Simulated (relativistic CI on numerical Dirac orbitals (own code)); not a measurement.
# What each ingredient does to the levels of Cs25+

Base calculation: Dirac-Coulomb-Breit CI, separate exchange-only KLI orbitals for each configuration, a model potential for QED, unscaled Slater integrals.

Configurations in the expansion (outside the closed core [Ar]): 3d¹⁰4s², 3d¹⁰4s4p, 3d¹⁰4p², 3d¹⁰4s4d, 3d¹⁰4d², 3d¹⁰4s4f, 3d¹⁰4p4d, 3d¹⁰4f², 3d¹⁰4p4f, 3d¹⁰4d4f, 3d¹⁰4s5s, 3d¹⁰4s5p, 3d¹⁰4s5d, 3d¹⁰4s5f, 3d¹⁰4s5g, 3d¹⁰4s6s, 3d¹⁰4s6p, 3d¹⁰4s6d, 3d¹⁰4s6f, 3d¹⁰4s7s, 3d⁹4s²4p, 3d⁹4s²4d, 3d⁹4s²4f, 3d⁹4s²5s, 3d⁹4s²5p, 3d⁹4s²5d. Double excitations out of closed p, d and f shells are left out; levels of such configurations are missing from the list, as are those of other unlisted configurations, and high levels can miss mixing partners. These lack a partner that the ground configuration has and come out too high: 3d⁹4s²4p, 3d⁹4s²4d, 3d⁹4s²4f, 3d⁹4s²5s, 3d⁹4s²5p.

Variants: (1) configuration mixing switched off; (2) non-relativistic limit. Shifts of the energy above 3d¹⁰4s² ¹S0, in cm⁻¹, for the lowest level and the first level of each name with at least 55 % of one term (blank where a level changes its place among those of its configuration and J or its character, or is not in the variant):

| Level | Base | Δ(1) | Δ(2) |
| --- | --- | --- | --- |
| 3d¹⁰4s² ¹S0 | 0 | 0 | 0 |
| 3d¹⁰4s4p ³P°0 | 383634 | -12868 | -25548 |
| 3d¹⁰4s4p ³P°1 | 409665 | -11009 | -51580 |
| 3d¹⁰4s4p ³P°2 | 543217 | -12695 | -185131 |
| 3d¹⁰4s4p ¹P°1 | 643236 | +2407 | -163772 |
| 3d¹⁰4p² ³P0 | 893105 | -13292 | -84978 |
| 3d¹⁰4p² ³P1 | 1024202 | -12157 | -216075 |
| 3d¹⁰4p² ¹D2 | 1029083 | +6732 |  |
| 3d¹⁰4p² ³P2 | 1179044 | +7659 |  |
| 3d¹⁰4p² ¹S0 | 1253210 | -10688 | -346910 |
| 3d¹⁰4s4d ³D1 | 1301110 | -12362 | -199169 |
| 3d¹⁰4s4d ³D2 | 1311599 | -13602 | -209658 |
| 3d¹⁰4s4d ³D3 | 1332310 | -12197 | -230369 |
| 3d¹⁰4s4d ¹D2 | 1412407 | -38641 | -229893 |

At this charge energies of transitions that change n are usually good to better than 1 %, and those within a shell (Δn = 0) to a few per cent.

Ionisation energy from the two ground configurations alone: base 875.191 eV. The NIST ASD value (theoretical) is 875 eV.

LS names give the leading component of a level, which can be under half, so a name can repeat, a term be missing and a line seem to break the LS rules.
